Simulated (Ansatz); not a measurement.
Basis-set extrapolation for H₄OS₂Si, SMILES `O[SiH2]SS` (PBE0-D4/def2-TZVP geometry, frozen core, the Gaussian-basis code of Ansatz). Multiplicity 1, RHF reference.

```csv
,def2-TZVPP,def2-QZVPP
HF,-1161.335703,-1161.371481
MP2 correlation,-0.716119,-0.778547
CCSD(T) correlation,-0.796081,not run
```

Energies in hartree. Use E(X) = E(∞) + A·exp(−7.88·√X) for Hartree–Fock and E(X) = E(∞) + B·X^(−2.97) for correlation, with X = 3 and 4, and add CCSD(T) minus MP2 of the smaller set to the MP2 limit.

Problem. What is the CCSD(T) energy at the basis-set limit?

Solution. HF limit: -1161.371481 + (-0.035778) × 0.13774 = -1161.37641. MP2 limit: -0.778547 + (-0.062428) × 0.74074 = -0.82479. Higher-order term: -0.796081 − (-0.716119) = -0.07996. Total: -1162.28116 hartree, 392.2 kJ/mol below CCSD(T)/def2-TZVPP.
